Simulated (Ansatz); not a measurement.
C4H2AlF, relaxed with RKS PBE0-D4/def2-TZVP in the Gaussian-basis code of Ansatz from a PBE-D4/def2-SVP geometry. The force threshold is 0.005 eV/Å; the program also tests the step.

Total charge 0; spin multiplicity 1. The bonds changed during the relaxation, so this is another structure than the one it started from.

Start:

```xyz
8

F     0.485    2.348   -2.023
Al   -0.502    1.043   -1.648
C    -0.364   -1.015    0.721
C    -0.079    0.018   -0.106
C     0.889   -0.139    1.066
C     0.559   -1.175    1.847
H    -1.739    0.711   -2.578
H     0.751   -1.792    2.721
```

| step | energy (eV) | largest force (eV/Å) | largest move (Å) |
| --- | --- | --- | --- |
| 1 | -13482.6599 | 0.906 | 0.000 |
| 2 | -13482.7038 | 0.456 | 0.033 |
| 3 | -13482.7135 | 0.103 | 0.021 |
| 4 | -13482.7139 | 0.055 | 0.003 |
| 5 | -13482.7140 | 0.021 | 0.003 |
| 6 | -13482.7140 | 0.013 | 0.002 |
| 7 | -13482.7141 | 0.005 | 0.001 |

End:

```xyz
8

F     0.480    2.309   -1.992
Al   -0.498    1.033   -1.632
C    -0.353   -1.000    0.713
C    -0.082    0.017   -0.105
C     0.880   -0.135    1.061
C     0.556   -1.158    1.828
H    -1.724    0.706   -2.554
H     0.740   -1.772    2.683
```

Hardware: 2 threads of an Arm Neoverse V1 on a shared host. Wall time 45 s, peak host memory 0.48 GiB.
